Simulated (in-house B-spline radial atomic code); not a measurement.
A run on O- that did not converge. Method: non-relativistic B3LYP, spin-polarised, spherical fractional occupations, exact exchange averaged over the configuration, point nucleus; computed with a B-spline radial code for spherical atoms.

Command:
```bash
python run_scf.py task.json out
```
Settings:
```
Z                8
configuration    [He] 2s2 2p5
hamiltonian      nr
method           b3lyp
spin_polarised   True
exact_exchange   averaged over the configuration
```

First and last ten iterations of the last attempt (damped for 15 steps, keeping 80 % of the old Fock matrix, then DIIS):
```
 iter        energy (Eh)    residual
    1         -73.908269    1.43e-01
    2         -73.606382    1.90e-01
    3         -74.410178    1.22e-01
    4         -74.846929    7.42e-02
    5         -75.051124    3.99e-02
    6         -75.128580    1.88e-02
    7         -75.151096    8.12e-03
    8         -74.300719    7.04e-02
    9         -75.042395    4.04e-02
   10         -75.123287    1.91e-02
  111         -74.278221    7.14e-02
  112         -75.144009    1.19e-02
  113         -75.143559    1.21e-02
  114         -74.303637    6.88e-02
  115         -74.304092    6.88e-02
  116         -74.304442    6.87e-02
  117         -74.302590    6.90e-02
  118         -74.302477    6.89e-02
  119         -74.302434    6.89e-02
  120         -74.303249    6.89e-02
 not converged after 120 iterations
```

The smallest residual met was 1.7e-03; the threshold is about 1e-07. No energy from this run should be used. Time taken, with all properties: 3.1 s on 1 thread of Arm Neoverse N1 (shared host).
